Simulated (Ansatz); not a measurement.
C$_{3}$H$_{11}$BSi, SMILES `C[SiH2]B(C)C`, relaxed with RKS PBE-D4/def2-SVP in the Gaussian-basis code of Ansatz from a rough embedded geometry. The force threshold is 0.03 eV/Å; the program also tests the step.

Charge 0, multiplicity 1.

Start:

```xyz
16

C     0.688   -2.059    0.786
Si   -0.722   -0.927    0.708
B    -0.187    0.674   -0.274
C    -1.037    1.013   -1.640
C     0.960    1.582    0.256
H     0.455   -3.008    1.383
H     1.049   -2.366   -0.207
H     1.544   -1.604    1.347
H    -1.175   -0.548    2.104
H    -1.842   -1.604    0.035
H    -0.250    1.099   -2.438
H    -1.472    2.045   -1.495
H    -1.709    0.298   -1.832
H     1.126    2.463   -0.372
H     0.690    1.968    1.281
H     1.882    0.972    0.360
```

```tsv
step	energy (eV)	largest force (eV/Å)	largest move (Å)
1	-11828.6111	5.921	0.000
2	-11829.1076	1.379	0.145
3 (rejected)	-11829.0223	1.139	0.148
4	-11829.1862	0.123	0.072
5	-11829.1875	0.067	0.075
6	-11829.1889	0.021	0.027
```

End:

```xyz
16

C     0.758   -2.160    0.864
Si   -0.733   -0.978    0.728
B    -0.253    0.706   -0.328
C    -1.007    1.110   -1.647
C     0.918    1.607    0.220
H     0.499   -3.059    1.457
H     1.092   -2.496   -0.139
H     1.613   -1.656    1.358
H    -1.157   -0.599    2.133
H    -1.895   -1.736    0.124
H    -0.265    1.206   -2.474
H    -1.409    2.144   -1.529
H    -1.827    0.448   -1.982
H     1.188    2.478   -0.414
H     0.645    1.985    1.232
H     1.834    1.000    0.398
```

Hardware: 4 threads of an Arm Neoverse V2 on a shared host. Wall time 8.5 s, peak host memory 0.17 GiB.
